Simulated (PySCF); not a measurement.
F4Ti, SMILES [F][Ti-]([F])([F])[F] (connectivity only; charge and spin as stated), charge -1, multiplicity 2. Atoms are numbered in the order given.

```xyz
5

Ti     0.0000     0.0000     0.0000
F      1.1878     1.1878    -0.8034
F      1.1878    -1.1878     0.8034
F     -1.1878    -1.1878    -0.8034
F     -1.1878     1.1878     0.8034
```
Charge -1, spin multiplicity 2.

Geometry: PBE-D3(BJ)/def2-SVPD. The spin state was assumed, not searched.

All values below come from PBE/def2-SVPD run with PySCF.

Isolated molecule, no solvent. A positive occupied level means that this level leaves the electron formally unbound; only the finite basis holds it.

```
Item                                                               Result
------------------------------------------------  -----------------------
total energy                                          -1248.23251 hartree
point group                                                           D2d
α spin, highest occupied and lowest empty level          1.65 and 2.41 eV
β spin, highest occupied and lowest empty level         -3.65 and 2.89 eV
dipole moment about the centre of nuclear charge                   0.00 D
mean static polarisability                           52.6 bohr³ (7.80 Å³)
polarisability, principal values                   51.4, 51.4, 55.0 bohr³
⟨S²⟩                                              0.752 (pure state 0.75)
```
